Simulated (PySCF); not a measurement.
Molfile (atoms numbered from 1):
```
C9H9F
     RDKit          3D

 19 19  0  0  0  0  0  0  0  0999 V2000
    3.5076   -0.0817    0.2807 C   0  0  0  0  0  0  0  0  0  0  0  0
    2.0420   -0.2214    0.5023 C   0  0  0  0  0  0  0  0  0  0  0  0
    1.1184    0.2049   -0.3561 C   0  0  0  0  0  0  0  0  0  0  0  0
   -0.3250    0.1022   -0.2013 C   0  0  0  0  0  0  0  0  0  0  0  0
   -0.9577   -0.3545    0.9571 C   0  0  0  0  0  0  0  0  0  0  0  0
   -2.3340   -0.4303    1.0457 C   0  0  0  0  0  0  0  0  0  0  0  0
   -3.1296   -0.0466   -0.0219 C   0  0  0  0  0  0  0  0  0  0  0  0
   -2.5381    0.4163   -1.1840 C   0  0  0  0  0  0  0  0  0  0  0  0
   -1.1614    0.4829   -1.2546 C   0  0  0  0  0  0  0  0  0  0  0  0
   -0.6094    0.9402   -2.4033 F   0  0  0  0  0  0  0  0  0  0  0  0
    3.7158    0.4210   -0.6605 H   0  0  0  0  0  0  0  0  0  0  0  0
    3.9574    0.4881    1.0944 H   0  0  0  0  0  0  0  0  0  0  0  0
    3.9820   -1.0633    0.2696 H   0  0  0  0  0  0  0  0  0  0  0  0
    1.7615   -0.7070    1.4270 H   0  0  0  0  0  0  0  0  0  0  0  0
    1.4421    0.6710   -1.2781 H   0  0  0  0  0  0  0  0  0  0  0  0
   -0.3570   -0.6473    1.8037 H   0  0  0  0  0  0  0  0  0  0  0  0
   -2.7919   -0.7890    1.9554 H   0  0  0  0  0  0  0  0  0  0  0  0
   -4.2048   -0.1031    0.0488 H   0  0  0  0  0  0  0  0  0  0  0  0
   -3.1277    0.7269   -2.0324 H   0  0  0  0  0  0  0  0  0  0  0  0
  1  2  1  0
  2  3  2  0
  3  4  1  0
  4  5  2  0
  5  6  1  0
  6  7  2  0
  7  8  1  0
  8  9  2  0
  9 10  1  0
  9  4  1  0
  1 11  1  0
  1 12  1  0
  1 13  1  0
  2 14  1  0
  3 15  1  0
  5 16  1  0
  6 17  1  0
  7 18  1  0
  8 19  1  0
M  END
```

PySCF 2.14 calculation with coordinates at the GFN2-xTB level and σ from GIAO-PBE0/pcSseg-1; one computed conformer, no solvent model, averaged over atoms made equivalent by symmetry, fast rotation or ring inversion, non-relativistic Hamiltonian.

Shifts are taken against calculated references (same method and geometry level): 13C, 1H against TMS; 19F against CFCl3.

```csv
atoms,nucleus,count,δ (ppm)
C6,13C,1,?
C8,13C,1,121.7
C2,13C,1,133.7
C3,13C,1,128.3
C5,13C,1,?
H19,1H,1,7.32
C1,13C,1,?
H14,1H,1,6.72
C4,13C,1,130.3
H17,1H,1,7.33
C7,13C,1,133.4
H15,1H,1,?
H11/H12/H13,1H,3,2.15
F10,19F,1,-128.4
C9,13C,1,169.2
H18,1H,1,7.40
H16,1H,1,?
```

Fill in the missing shifts.

## Answers


- C5: 129.5 ppm, aromatic CH; the aromatic region
- C6: 128.9 ppm, aromatic CH; the aromatic region
- C1: 23.4 ppm, allylic methyl carbon; saturated and bonded to C and H only
- H16: 7.94 ppm, hydrogen on an aromatic CH; aromatic region
- H15: 7.04 ppm, hydrogen on an alkene CH; olefinic region

Shifts are as computed. Against solution values, carbons near 30 ppm lie about +3 ppm off and those near 130 ppm about +5 ppm. Of 1211 compounds with measured shifts, 218 miss one by over three times the rms of a fit or turn the order of signals round; such compounds aren't used in these exercises. Unscaled 19F shifts against computed CFCl3 carry errors that often reach 10 to 50 ppm.
